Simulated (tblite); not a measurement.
Isomers of C6H13ClSi. Computed with GFN2-xTB (tblite): harmonic, unscaled wavenumbers at the GFN2-xTB geometry, gas phase. This tight-binding method is rough: wavenumbers can miss measured ones by several per cent, in bad cases by 10 to 20. Modes of hydrogen on silicon can be 10 to 20 % off. One conformer each.

Electronic energies: GFN2-xTB at the same geometries; isomer energies are rough at this level and their order can be wrong.

| SMILES | electronic energy, lowest = 0 (kcal/mol) |
| --- | --- |
| CCCC/C=C/[SiH2]Cl | 0.0 |
| C[C@@H]1C[SiH2][C@H]1CCCl | 24.7 |
| C=C[SiH2][C@@](C)(Cl)CC | 38.3 |
| CCC/C(Cl)=C(/C)[SiH3] | 19.8 |
| C=C(C)[Si@@H](Cl)CCC | 8.1 |
| C/C=C(\Cl)C(C)(C)[SiH3] | 21.7 |

Question: How do GFN2-xTB zero-point energies change the relative energies?

Answer: 
```tsv
SMILES	ZPE (kcal/mol)	of it from modes above 1550 cm⁻¹	electronic (kcal/mol)	with ZPE, lowest = 0 (kcal/mol)	lowest mode (cm⁻¹)	rings
CCCC/C=C/[SiH2]Cl	107.5	56.0	0.0	0.0	13	0
C=C(C)[Si@@H](Cl)CCC	108.2	57.4	8.1	8.8	27	0
CCC/C(Cl)=C(/C)[SiH3]	105.2	55.0	19.8	17.6	50	0
C/C=C(\Cl)C(C)(C)[SiH3]	105.0	55.5	21.7	19.2	38	0
C[C@@H]1C[SiH2][C@H]1CCCl	108.1	53.5	24.7	25.3	46	1
C=C[SiH2][C@@](C)(Cl)CC	106.0	56.4	38.3	36.8	31	0
```

The zero-point energies span 3.2 kcal/mol, from `C/C=C(\Cl)C(C)(C)[SiH3]` to `C=C(C)[Si@@H](Cl)CCC`. The order is unchanged.

Question: What do entropy and thermal enthalpy add at 298.15 K and 1 bar (rigid rotor, harmonic oscillator, one conformer each)?

Answer: 
```json
{"SMILES": "C=C(C)[Si@@H](Cl)CCC", "point group": "C1", "symmetry number": "1", "S (cal/(mol K))": "110.8", "H − H(0) (kcal/mol)": "8.12", "ZPE + H − H(0) − TS (kcal/mol)": "83.3"}
{"SMILES": "CCC/C(Cl)=C(/C)[SiH3]", "point group": "C1", "symmetry number": "1", "S (cal/(mol K))": "107.8", "H − H(0) (kcal/mol)": "8.04", "ZPE + H − H(0) − TS (kcal/mol)": "81.1"}
{"SMILES": "C/C=C(\\Cl)C(C)(C)[SiH3]", "point group": "C1", "symmetry number": "1", "S (cal/(mol K))": "104.8", "H − H(0) (kcal/mol)": "7.92", "ZPE + H − H(0) − TS (kcal/mol)": "81.7"}
{"SMILES": "C[C@@H]1C[SiH2][C@H]1CCCl", "point group": "C1", "symmetry number": "1", "S (cal/(mol K))": "101.0", "H − H(0) (kcal/mol)": "7.09", "ZPE + H − H(0) − TS (kcal/mol)": "85.0"}
{"SMILES": "C=C[SiH2][C@@](C)(Cl)CC", "point group": "C1", "symmetry number": "1", "S (cal/(mol K))": "107.9", "H − H(0) (kcal/mol)": "8.05", "ZPE + H − H(0) − TS (kcal/mol)": "81.9"}
```

Not tabulated: `CCCC/C=C/[SiH2]Cl` (lowest mode only 13 cm⁻¹).
